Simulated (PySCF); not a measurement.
**A small calculation by hand: oscillator strength and radiative lifetime**

Pb(Br)(NH2) (BrH2NPb), SMILES [NH2][Pb][Br] (connectivity only; charge and spin as stated), neutral, multiplicity 1.

The structure is a stationary point at r2SCAN-D4/def2-SVP. The def2 effective core potentials stand for the cores of Pb; spin–orbit coupling is left out. The values are those of a single conformer.

TDA-M06-2X/def2-SVPD in PySCF puts the first singlet state with f over 0.02 at 4.65 eV (vertical), with the transition dipole (0.557, -0.382, 0.000) in atomic units.

### Question
Find the oscillator strength, the wavelength and the radiative lifetime that this transition would have in vacuum if emission retraced absorption.

### Answer

|μ|² = 0.4562 au, so |μ| = 1.72 D. ΔE = 4.65/27.211 = 0.1709 hartree. f = (2/3) ΔE |μ|² = 0.052 (the program prints 0.052).
λ = 1239.84/4.65 = 267 nm; ν = 37505 cm⁻¹.
Einstein's coefficient A = 0.6670 ν² f s⁻¹ (ν in cm⁻¹) = 4.9e7 s⁻¹, so τ = 1/A = 21 ns. This state is S2; the lower singlet has f = 0.018. The figure is the radiative limit of this one transition; relaxation, internal conversion, crossing to triplets and a medium change what is measured.
